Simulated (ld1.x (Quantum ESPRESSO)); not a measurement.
Ru (Z = 44): one change to a TM potential, before and after

| Quantity | Value |
| --- | --- |
| Element | Ru |
| Generator | ld1.x (Quantum ESPRESSO) 7.5 |
| Type | norm-conserving Troullier–Martins (Kleinman–Bylander form) |
| Functional | PBE |
| Relativity | scalar-relativistic |
| Frozen core | [Kr] |
| Valence charge | 8 |
| Reference configuration | 4d7 5s1 5p0 |
| Partial waves | 5s (bound): rc 2.95 bohr; 5p (bound, empty): rc 4.20 bohr; 4d (bound): rc 1.40 bohr |
| Local potential | the d channel |
| Core correction | none |

Change: functional LDA (PZ).

Cutoffs: the cutoffs (Ry, on a coarse ladder) from which the occupation-weighted sum of valence levels, in a spherical-Bessel basis at the reference potential, stays within 10 and 1 mRy of its value at 400 Ry; they do not see the model core or the augmentation charge, which bear on the density cutoff. Errors are all-electron minus pseudo energies relative to the spin-unpolarised reference configuration.

Predict the effect on cutoff, ghosts and configuration errors.

The potential gets neither clearly harder nor softer (55 Ry and 70 Ry → 55 Ry and 70 Ry); both files keep a bound ghost (p, s); the number of tests that count goes from 6 to 8; of the 6 tests that both files solve, the error grows in 1 and shrinks in 4 by more than 15 % and 0.3 meV (median size 15.3 → 13.6 meV).

```csv
quantity,base,changed
"cutoff, loose",55 Ry,55 Ry
"cutoff, tight",70 Ry,70 Ry
bound ghosts,"s, p","s, p"
"tests counted (converged, no solver errors)",6 of 7,8 of 9
"error for 4d7 5s0 5p0, meV [ΔE 7.29 → 7.61 eV]",+10,-2.0
"error for 4d6 5s0 5p0, meV [ΔE 25.48 → 26.05 eV]",+47,+16
"error for 4d5 5s0 5p0, meV [ΔE 56.10 → 56.90 eV]",-16,-52
"error for 4d4 5s0 5p0, meV [ΔE 100.61 → 101.61 eV]",-282,-288
"error for 4d7 5s0 5p1, meV [ΔE 3.46 → 3.58 eV]",+5.6,+3.0
"error for 4d6 5s1 5p0, meV [ΔE 10.11 → 10.32 eV]",-14,-11
s: phases at 4.53 bohr within 0.05 rad from the reference energy up to (Ry; the scan ends near 5),0.7,0.7
p: phases at 4.53 bohr within 0.05 rad from the reference energy up to (Ry; the scan ends near 5),1.1,1.1
d: phases at 4.53 bohr within 0.05 rad from the reference energy up to (Ry; the scan ends near 5),to the end of the scan,to the end of the scan
```

Base: Tests not counted: 4d6 5s1 5p1 (solver errors, printed error -2.0 eV). These tests converged, but a pseudo level misses the all-electron one widely, so the file describes the atom poorly there or has found another state: 4d4 5s0 5p0: empty 5s by 8.0 eV. Changed file: Tests not counted: 4d6 5s1 5p1 (solver errors, printed error -2.2 eV). These tests converged, but a pseudo level misses the all-electron one widely, so the file describes the atom poorly there or has found another state: 4d4 5s0 5p0: empty 5s by 7.9 eV. A true bound ghost makes a file unfit for plane-wave use even where its test errors are small: the radial tests pick states by their node count and pass the ghost by. Where a test does run into it, the solver fails or the error is huge.
